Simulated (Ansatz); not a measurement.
Stepwise reaction of `[NH2][Al]([O][SiH3])[O][SiH3]` with hydrogen sulfide, as a gas-phase model of exchange steps in deposition or etching. ΔE in kJ/mol.

Computed with Ansatz on PBE0-D4/def2-TZVP structures; ΔE is electronic, products minus reactants. CCSD(T)/CBS adds triple-zeta CCSD(T) − MP2 to the extrapolated MP2 energy (def2 sets, frozen cores). This one scheme is used for every species. Functionals use def2-TZVPP. B3LYP here is the variant with VWN-RPA as its local correlation; programs differ in this. One conformer a species, not always the lowest.

| step | reaction | PBE-D4 | B3LYP-D4 | ωB97M-V | CCSD(T)/CBS |
| --- | --- | --- | --- | --- | --- |
| 1 | `[NH2][Al]([O][SiH3])[O][SiH3]` + H₂S → `[NH2][Al]([SH])[O][SiH3]` + `O[SiH3]` | 35.9 | 52.3 | 47.3 | 47.9 |
| 2 | `[NH2][Al]([SH])[O][SiH3]` + H₂S → `[NH2][Al]([SH])[SH]` + `O[SiH3]` | 37.9 | 53.9 | 49.2 | 49.5 |

By hand: ΔE of the 2 steps together at CCSD(T)/CBS.

(47.9) + (49.5) = 97.4 kJ/mol, or 48.7 kJ/mol a step.

In ΔE the steps differ by no more than 1.6 kJ/mol. All are uphill at CCSD(T)/CBS. PBE-D4 differs from CCSD(T)/CBS by -12.0 to -11.6 kJ/mol a step. Only this route is followed, and other bonds may react first. Isolated molecules leave out the surface, adducts and barriers. Largest T1 diagnostic: 0.011.
